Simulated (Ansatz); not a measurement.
Reaction: KCl (SMILES [Cl][K]) → KCl+ (parent SMILES [K][Cl], doublet) + e-
Each species at its own B3LYP-D3(BJ)/def2-TZVP minimum (Ansatz, a quantum-chemistry and plane-wave program).

Property: adiabatic ionisation energy (electronic), in eV. Radicals and triplets start from unrestricted determinants; spin-orbit coupling is neglected. Correlated methods leave the cores frozen (noble-gas shells, and filled d and f shells in the p block). No relativity. CBS(X,Y): correlation extrapolated as X^-3, Hartree-Fock from the larger set. A bracket is a step between two methods taken in the basis named. The spin of ClK+ (parent SMILES [Cl][K], doublet) was assumed, and the state is the lowest solution found for it.

```tsv
level	program	adiabatic ionisation energy (eV)	difference against the last row
HF/def2-SVP	Ansatz	6.83	-1.56
HF/def2-TZVPP	Ansatz	7.05	-1.34
HF/def2-QZVPP	Ansatz	7.09	-1.30
CAM-B3LYP/def2-TZVPD	Ansatz	8.48	0.09
wB97X-V/def2-TZVPD	Ansatz	8.43	0.04
MP2/def2-SVP	Ansatz	7.53	-0.86
CCSD(T)/CBS(def2-TZVPP,def2-QZVPP)	Ansatz	8.39	0.00
CCSDT(Q)/def2-TZVPP	Ansatz	8.04	-0.35
CCSDTQ/def2-SVP	Ansatz	7.42	-0.97
CCSD(T)/CBS(def2-TZVPP,def2-QZVPP) + [CCSDT(Q) - CCSD(T)]/def2-TZVPP + [CCSDTQ - CCSDT(Q)]/def2-SVP	Ansatz	8.39	0.00
CCSD(T)/CBS(def2-TZVPP,def2-QZVPP) + [CCSDT(Q) - CCSD(T)]/def2-QZVPP + [CCSDTQ - CCSDT(Q)]/def2-SVP	Ansatz	8.39	0.00
```
